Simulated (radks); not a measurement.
Question: The mean radii <r> (bohr) of the occupied orbitals of an atom or ion are listed with their occupations. All-electron calculation, Dirac Kohn-Sham, PBE, spin-unpolarised, spherical densities, point nucleus. Program: a radial shooting solver on a logarithmic mesh with Libxc functionals.

| orbital | occ. | <r> |
|---|---|---|
| 1s1/2 | 2 | 0.01686 |
| 2s1/2 | 2 | 0.07044 |
| 2p1/2 | 2 | 0.05798 |
| 2p3/2 | 4 | 0.06653 |
| 3s1/2 | 2 | 0.1833 |
| 3p1/2 | 2 | 0.1736 |
| 3p3/2 | 4 | 0.1893 |
| 3d3/2 | 4 | 0.1648 |
| 3d5/2 | 6 | 0.1696 |
| 4s1/2 | 2 | 0.4069 |
| 4p1/2 | 2 | 0.4094 |
| 4p3/2 | 4 | 0.4434 |
| 4d3/2 | 4 | 0.4519 |
| 4d5/2 | 6 | 0.4631 |
| 5s1/2 | 2 | 0.9284 |
| 4f5/2 | 6 | 0.4953 |
| 4f7/2 | 8 | 0.5023 |
| 5p1/2 | 2 | 1.005 |
| 5p3/2 | 4 | 1.104 |
| 5d3/2 | 4 | 1.536 |
| 5d5/2 | 6 | 1.606 |

Name the element and its charge. Open shells, if any, fill j = l - 1/2 first.

Answer: Z = 79, gold, charge +1: Au+ in [Xe] 4f14 5d10. The 1s radius gives Z: for a bare nucleus <r> = (2 gamma + 1)/(2Z) with gamma = sqrt(1 - (Z/c)^2), 0.01667 bohr for Z = 79, and screening makes it slightly larger (0.01686 here). The occupations add up to 78, and the charge is Z minus that.
